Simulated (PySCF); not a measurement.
Sn(Cl)3(Et) (C₂H₅Cl₃Sn), SMILES C[CH2][Sn]([Cl])([Cl])[Cl]. Atoms are numbered in the order given.

```xyz
11

C     -2.8671    -0.9198     0.0000
C     -1.4948    -1.5860     0.0000
Sn     0.0789    -0.1036     0.0000
Cl    -0.1119     1.2915    -1.8923
Cl     2.2557    -1.0019     0.0000
Cl    -0.1119     1.2915     1.8923
H     -3.0097    -0.2878    -0.8902
H     -3.0097    -0.2878     0.8902
H     -3.6628    -1.6830     0.0000
H     -1.3153    -2.2040     0.8925
H     -1.3153    -2.2040    -0.8925
```

The structure is a stationary point at B3LYP-D3(BJ)/def2-SVP. The def2 effective core potentials stand for the cores of Sn; spin–orbit coupling is left out. One conformer was computed; it need not be the lowest.

These are CAM-B3LYP/def2-TZVP (PySCF) values and carry that method's errors.

Symmetry labels are those of the subgroup Cs that the program uses (full group Cs).

Q: List the valence orbital energies around the gap with their symmetry. (The exact figures need the calculation; the answer reports its results.)

A: 
```json
[
 {"orbital": "HOMO−7", "symmetry": "A\"", "energy (eV)": "-12.08"},
 {"orbital": "HOMO−6", "symmetry": "A'", "energy (eV)": "-11.53"},
 {"orbital": "HOMO−5", "symmetry": "A'", "energy (eV)": "-10.90"},
 {"orbital": "HOMO−4", "symmetry": "A\"", "energy (eV)": "-10.90"},
 {"orbital": "HOMO−3", "symmetry": "A'", "energy (eV)": "-10.62"},
 {"orbital": "HOMO−2", "symmetry": "A\"", "energy (eV)": "-10.60"},
 {"orbital": "HOMO−1", "symmetry": "A\"", "energy (eV)": "-10.49"},
 {"orbital": "HOMO", "symmetry": "A'", "energy (eV)": "-10.01"},
 {"orbital": "LUMO", "symmetry": "A'", "energy (eV)": "-1.41"},
 {"orbital": "LUMO+1", "symmetry": "A'", "energy (eV)": "0.76"},
 {"orbital": "LUMO+2", "symmetry": "A\"", "energy (eV)": "0.83"},
 {"orbital": "LUMO+3", "symmetry": "A'", "energy (eV)": "1.36"}
]
```
